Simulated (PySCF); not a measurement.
# One molecule, several mistakes: BF2H2Si cation

These are calculations, not measurements. The program is PySCF 2.14.0, an open-source quantum chemistry code, run on an isolated molecule that a program drew, which may never have been made. The molecule is BF2H2Si cation (charge +1, singlet), drawn as the SMILES string `B[Si+](F)F`.

Each row is a Hartree-Fock (HF) and frozen-core CCSD(T) single point in the cc-pV(D+d)Z basis, meant for a local HF minimum. Run 1 is clean. Each other run has one planted mistake out of seven kinds, and not every kind appears here: one electron removed, one electron added, multiplicity raised by two, geometry at a saddle point, minimal basis STO-3G, one bond length entered in bohr, all coordinates scaled. The reference is restricted for singlets and unrestricted otherwise, and also for a bond in bohr. Adding or removing an electron swaps singlet and doublet. Electrons count all cores. HOMO and LUMO are orbital energies over both spins, the gradient is its largest component, and the lowest frequency (negative if imaginary) is given only where the gradient is small. Bond lengths are over the 5 bonds as drawn. T1 is the CCSD diagnostic: over 0.02 (restricted) or 0.045 (unrestricted) a single reference is doubtful.

Geometry of the clean run:
```xyz
6
BF2H2Si cation, angstrom
B     1.3718    1.2096   -0.7761
Si    2.6322   -0.0256    0.2740
F     3.0940    0.2616    1.7249
F     3.2175   -1.3385   -0.3045
H     0.2136    0.9881   -0.6573
H     1.8961    2.0528   -1.4234
```

```
run  electrons  basis functions  <S^2>  HOMO (eV)  LUMO (eV)  gradient (hartree/bohr)  lowest frequency (cm^-1)  mean bond (Å)  longest bond (Å)      T1  HF (hartree)  CCSD(T) (hartree)                          mistake
  1         38               75  0.000     -19.82      -5.49                  3.1e-05                       118         1.5046             2.053  0.0157    -513.44159         -514.00415                         no fault
  2         38               26  0.000     -17.42      -1.83                  2.6e-02                         -         1.5046             2.053  0.0208    -507.01391         -507.16350             minimal basis STO-3G
  3         38               75  0.711     -16.97      -5.86                  1.7e-02                         -         1.7155             2.240  0.0587    -513.31687         -513.87903  one bond length entered in bohr
  4         38               75  0.000     -20.06      -5.43                  1.3e-01                         -         1.3932             1.902  0.0132    -513.39928         -513.95042           all coordinates scaled
  5         38               75  0.000     -19.75      -6.63                  2.3e-05                       -98         1.5096             2.083  0.0157    -513.43980         -514.00238                                ?
  6         37               75  0.771     -28.16     -17.88                  6.3e-02                         -         1.5046             2.053  0.0229    -512.74973         -513.30181                                ?
```

**Which mistake was planted in run 5, and what did it cost?**

The gradient is small, so the point is stationary, but the lowest frequency is imaginary (-98 cm^-1). So the mistake is: geometry at a saddle point. Subtracting run 1 and multiplying by 627.51 kcal/mol a hartree, the energy moved by 1.1 kcal/mol in HF and 1.1 kcal/mol in CCSD(T).

**Which mistake was planted in run 6, and what did it cost?**

It counts 37 electrons, one fewer than the clean run, at the same geometry and basis. So the mistake is: one electron removed. Subtracting run 1 and multiplying by 627.51 kcal/mol a hartree, the energy moved by 434.1 kcal/mol in HF and 440.7 kcal/mol in CCSD(T).

Cautions from the logs. Run 2: T1 is over the limit, so its CCSD(T) energy is less reliable; run 3: T1 is over the limit, so its CCSD(T) energy is less reliable.
